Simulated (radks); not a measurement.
Spherical jellium clusters: N electrons in a uniform positive sphere of charge N and radius rs N^(1/3), rs = 4.11 bohr. Calculated with a radial shooting solver with Libxc functionals: non-relativistic Kohn-Sham, LDA (Slater exchange, Perdew-Wang correlation), spin-polarised, spherical densities. Levels are named by radial order and angular momentum (1s, 1p, 1d, 2s, ...), and open shells are averaged over m.

N = 10, configuration 1s2 1p6 1d(up 2, down 0). This is the lowest configuration that the search found. Occupied and some empty levels:

level    occupation  eigenvalue (eV)  <r> (bohr)
1s up             1          -4.6663       5.810
1s down           1          -4.4876       5.679
1p up             3          -3.6219       6.948
1p down           3          -3.3952       6.917
1d up             2          -2.3334       7.947
1d down           0          -2.0968       8.001
2s up             0          -1.8090       7.500
2s down           0          -1.6884       7.623
1f up             0         -0.92986       9.157
1f down           0         -0.71730       9.369
2p up             0         -0.66396       10.61
2p down           0         -0.56424       10.98

Energy (eV): total -17.4977, kinetic 16.613, external -361.18, Hartree 177.43, exchange-correlation -34.746, background 184.39.

Electron density:

r (bohr)  n(r) (e/bohr^3)
0.654            0.002067
1.38             0.002332
2.11             0.002742
2.84             0.003226
3.56             0.003696
4.29             0.004043
5.02             0.004167
5.75             0.003995
6.48             0.003517
7.21             0.002809
7.93             0.002019
8.66             0.001306
9.39            0.0007712
10.1            0.0004257
10.8            0.0002267
11.6            0.0001158
12.3           0.00005777
13.0           0.00002834
13.8           0.00001374
14.5            6.691e-06
